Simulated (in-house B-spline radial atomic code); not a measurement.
Cs⁸⁺. Computed with a B-spline radial atomic code. Model: all-electron spherical atom, spin shells full or empty, radial basis limit, no spin-orbit coupling, Breit or QED, empty-state partial waves extrapolated as (l+1/2)^-4, RPA, G0W0 and static COHSEX of the highest shell as one setting changes (uncorrelated shells keep exact exchange).

In a row where one electron alone is correlated, RPA and GW hold only self-correlation.

Given: element Cs; charge 8; filled core Kr; hamiltonian one-electron scalar X2C; mean-field start r2SCAN; highest l of empty states 9; nuclear rms radius 4.8041 fm; highest mean-field shell 5s up.

Shell: 4d 5 5, 5s 1 0 (electrons up and down).

```csv
lowest nl shells left uncorrelated,RPA correlation energy (hartree),G0W0 level (eV),G0W0 minus most complete (meV),COHSEX level (eV)
0,-3.797,-126.54,0,-128.47
1,-3.6149,-126.54,0.4,-128.47
2,-3.4184,-126.55,-4.6,-128.48
3,-2.8544,-126.54,0.9,-128.47
4,-2.6729,-126.56,-22.6,-128.52
5,?,?,?,?
6,-1.2664,-126.45,94.1,-128.35
7,-1.1076,-126.54,2,-128.52
8,?,?,?,?
9,-0.021701,-124.96,1581.7,-126.15
```

Question: What follows for lowest nl shells left uncorrelated = 5?

Answer: RPA correlation energy -2.1326 hartree; G0W0 level -126.55 eV; G0W0 minus most complete -7.3 meV; COHSEX level -128.5 eV.

Question: What follows for lowest nl shells left uncorrelated = 8?

Answer: RPA correlation energy -0.66409 hartree; G0W0 level -126.39 eV; G0W0 minus most complete 147.8 meV; COHSEX level -128.27 eV.
